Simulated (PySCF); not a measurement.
# Polarisability and C₆ of Pt⁺ (platinum, charge +1)

[Xe] 4f14 5d9, 2D determinant. Computed with PySCF 2.14 in def2-QZVPPD with the def2 core potential (60 electrons) (7s5p4d4f2g, 88 functions), with scalar relativity through the core potential. Coupled (time-dependent) response in atomic units; α is the mean over directions.

```tsv
method	mean α (bohr³)	α xx, yy, zz	C₆ (like pair)	S(−4)
PBEsol	16.98	16.93, 16.93, 17.09	129.3	93.07
TPSSh	16.67	16.54, 16.54, 16.94	126.6	88.79
```

S(−4) is the Cauchy moment in α(ω) = α(0) + S(−4) ω² + …

Spin-orbit coupling is absent.

α(iu) at TPSSh:

```json
{"u (hartree)": "0", "α(iu) (bohr³)": "16.67"}
{"u (hartree)": "0.0500", "α(iu) (bohr³)": "16.45"}
{"u (hartree)": "0.100", "α(iu) (bohr³)": "15.86"}
{"u (hartree)": "0.200", "α(iu) (bohr³)": "14.04"}
{"u (hartree)": "0.300", "α(iu) (bohr³)": "12.13"}
{"u (hartree)": "0.500", "α(iu) (bohr³)": "9.159"}
{"u (hartree)": "0.750", "α(iu) (bohr³)": "6.795"}
{"u (hartree)": "1.00", "α(iu) (bohr³)": "5.268"}
{"u (hartree)": "1.50", "α(iu) (bohr³)": "3.437"}
{"u (hartree)": "2.00", "α(iu) (bohr³)": "2.411"}
{"u (hartree)": "3.00", "α(iu) (bohr³)": "1.359"}
{"u (hartree)": "5.00", "α(iu) (bohr³)": "0.5914"}
```

A single London oscillator, α(iu) = α/(1 + u²/ω²), gives C₆ = (3/4) ω α². Matching the computed C₆ needs ω = 4 × 126.6 / (3 × 16.67²) = 0.607 hartree.

For an ion, C₆ is the dispersion term alone; charge-induced terms of lower order in 1/R come first.

The components differ because the open shell of this determinant is not spherical; for a pure term their mean is the scalar polarisability.

Energies and moments cover only the electrons outside the core potential. Spin-orbit coupling, absent here, splits the open shell strongly. ⟨S²⟩ = 0.99 against 0.75 shows spin contamination.
